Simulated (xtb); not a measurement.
CuI, triplet, from a rough starting geometry (GFN-xTB shapes and energies of metal compounds can be far from the true ones) (the multiplicity is a formal guess); GFN2-xTB (xtb).

The xtb input:
```
$ xtb mol.xyz --gfn 2 --uhf 2 --opt vtight --json

# file mol.xyz
2

Cu    -0.78967234    -0.53674984    -0.66770595
I      0.86803908     0.58435825     0.72387201
```

Output, abridged:

```
   ID    Z sym.   atoms
    1   29 Cu     1
    2   53 I      2

           -------------------------------------------------
          |                Calculation Setup                |
           -------------------------------------------------

           -------------------------------------------------
          |                 G F N 2 - x T B                 |
           -------------------------------------------------

          ...................................................
          :                      SETUP                      :
          :.................................................:
          :  # basis functions                  20          :
          :  # atomic orbitals                  18          :
          :  # shells                            6          :
          :  # electrons                        18          :
          :  max. iterations                   250          :
          :  Hamiltonian                  GFN2-xTB          :
          :  restarted?                      false          :
          :  GBSA solvation                  false          :
          :  PC potential                    false          :
          :  electronic temp.          300.0000000     K    :
          :  accuracy                    1.0000000          :
          :  -> integral cutoff          0.2500000E+02      :
          :  -> integral neglect         0.1000000E-07      :
          :  -> SCF convergence          0.1000000E-05 Eh   :
          :  -> wf. convergence          0.1000000E-03 e    :
          :  Broyden damping             0.4000000          :
          :  net charge                          0          :
          :  unpaired electrons                  2          :
          ...................................................

 iter      E             dE          RMSdq      gap      omega  full diag
   1     -7.4861930 -0.748619E+01  0.132E+01    3.19       0.0  T
   2     -7.4880582 -0.186513E-02  0.112E+01    3.72       1.0  T
   3     -7.5298448 -0.417867E-01  0.731E+00    3.79       1.0  T
   4     -7.5249650  0.487982E-02  0.964E+00    4.33       1.0  T
   5     -7.5251816 -0.216600E-03  0.962E+00    4.34       1.0  T
   6     -7.5282646 -0.308304E-02  0.928E+00    4.37       1.0  T
   7     -7.5300014 -0.173680E-02  0.915E+00    4.38       1.0  T
   8     -7.5546756 -0.246741E-01  0.579E+00    4.65       1.0  T
   9     -7.5627932 -0.811763E-02  0.479E+00    4.77       1.0  T
[...]
         :: total energy              -7.574501007354 Eh    ::
 * total energy  :    -7.5745010 Eh     change       -0.1256177E-09 Eh
 * total energy  :    -7.5731161 Eh     change        0.1384955E-02 Eh
 * total energy  :    -7.5754126 Eh     change       -0.2296531E-02 Eh
 * total energy  :    -7.5754825 Eh     change       -0.6990620E-04 Eh
 * total energy  :    -7.5754859 Eh     change       -0.3457128E-05 Eh
 * total energy  :    -7.5754875 Eh     change       -0.1580931E-05 Eh
 * total energy  :    -7.5754875 Eh     change       -0.1315670E-08 Eh
   *** GEOMETRY OPTIMIZATION CONVERGED AFTER 7 ITERATIONS ***
         :: total energy              -7.575487529932 Eh    ::
[...]
        12                         -0.1439504              -3.9171
        13                         -0.0582514              -1.5851
        14                         -0.0058459              -0.1591
        15                         -0.0058459              -0.1591
        16                          0.0231706               0.6305
        17                          0.0231706               0.6305
        18                          0.6926451              18.8478
      -------------------------------------------------------------
                  HL-Gap            0.1785081 Eh            4.8575 eV
             Fermi-level           -0.3388772 Eh           -9.2213 eV

     #   Z          covCN         q      C6AA      α(0)
     1  29 Cu       0.854     0.091   149.814    27.997
     2  53 I        0.854    -0.091   378.462    33.584

 Mol. C6AA /au·bohr⁶  :        992.078347
 Mol. C8AA /au·bohr⁸  :      87270.160059
 Mol. α(0) /au        :         61.581036

Wiberg/Mayer (AO) data.
largest (>0.10) Wiberg bond orders for each atom

 ---------------------------------------------------------------------------
     #   Z sym  total        # sym  WBO       # sym  WBO       # sym  WBO
 ---------------------------------------------------------------------------
     1  29 Cu   0.961 --     2 I    0.961
     2  53 I    0.961 --     1 Cu   0.961
 ---------------------------------------------------------------------------

Topologies differ in total number of bonds
Writing topology from bond orders to xtbtopo.mol

molecular dipole:
                 x           y           z       tot (Debye)
 q only:       -0.296      -0.200      -0.249
   full:       -0.484      -0.327      -0.406       1.809
molecular quadrupole (traceless):
                xx          xy          yy          xz          yz          zz
 q only:       -0.022      -0.042       0.017      -0.051      -0.033       0.005
  q+dip:       -1.685      -4.063       1.583      -5.041      -3.406       0.102
   full:       -2.280      -5.505       2.144      -6.831      -4.617       0.136

optimized geometry written to: xtbopt.xyz

           -------------------------------------------------
          | TOTAL ENERGY               -7.575487529932 Eh   |
          | GRADIENT NORM               0.000000170101 Eh/α |
          | HOMO-LUMO GAP               4.857453384561 eV   |
           -------------------------------------------------

normal termination of xtb
```
